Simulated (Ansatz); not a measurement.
Saddle point of SiNH$_{7}$SO, singlet (SiH₄SO ([OH][SiH2][SH]) + NH₃ → SiNH₅O ([NH2][SiH2][OH]) + H₂S; bonds formed: Si1–N7, S2–H6; bonds broken: Si1–S2, H6–N7), PBE0-D4/def2-TZVP structure:

Si1  (-0.751, 0.274, 0.016)
S2  (0.377, -2.426, -0.039)
H3  (-1.477, -0.371, -1.091)
H4  (-0.998, -0.159, 1.401)
O5  (-1.019, 1.913, -0.070)
H6  (1.155, -0.847, -0.311)
N7  (1.040, 0.325, -0.346)
H8  (0.740, -2.474, 1.253)
H9  (-1.914, 2.228, 0.062)
H10  (1.585, 0.796, 0.370)
H11  (1.262, 0.741, -1.245)
(Å)

Energies are electronic, without zero-point energy. Barriers and step energies count from the start structure reached by relaxing down the imaginary mode; all methods use the PBE0-D4 structures, on which another method's saddle can fall below an end. Ansatz 0.2.0; basis: def2-TZVPP, with def2-QZVPP for the basis limit; cores frozen in the correlated methods. B3LYP uses VWN-RPA correlation. Extrapolation: Hartree–Fock as exp(−7.88 √X), correlation as X^−2.97.

```
      method  barrier (eV)  step energy (eV)
       SPW92         0.716             0.330
      PBE-D4         0.844             0.208
     BLYP-D4             ?             0.037
   r2SCAN-D4             ?             0.180
      B97M-V             ?             0.156
     PBE0-D4         0.929             0.195
    B3LYP-D4         0.910             0.034
  r2SCAN0-D4         0.966             0.170
    BHLYP-D4         1.016             0.022
CAM-B3LYP-D4         0.945             0.005
     wB97X-V         1.033             0.108
     wB97M-V         1.016             0.133
      B2PLYP         0.958             0.011
    PBE-QIDH         1.005             0.167
  RPA on PBE         1.060             0.046
          HF         1.157            -0.223
         MP2         1.017             0.124
        CCSD         1.080             0.033
     CCSD(T)         1.049             0.084
```

(1) Fill in the withheld barriers. (To be estimated.)

No T1 diagnostic of these runs exceeds 0.011.

## Answers

(1) The calculation gives: r2SCAN-D4 0.914; BLYP-D4 0.843; B97M-V 1.094 eV. Each is the energy of the saddle less that of the start structure, by the same method.

For comparison, the barrier by CCSD(T) at an estimated basis limit (MP2 extrapolated from triple and quadruple zeta, plus CCSD(T) − MP2 in triple zeta) is 1.017 eV.

Labels in which every atom is bracketed show which atoms are joined, not bond orders.

For scale, one of the runs: CCSD(T)/def2-TZVPP, 244 basis functions, launched by `ansatz run in.yaml --threads 4 --pin off --events-out ev --progress --plain --max-ram 9574MiB`. The run took 97 s on 4 CPU threads of an Arm Neoverse V1 (shared host), with 4.7 GiB of host memory at its peak.
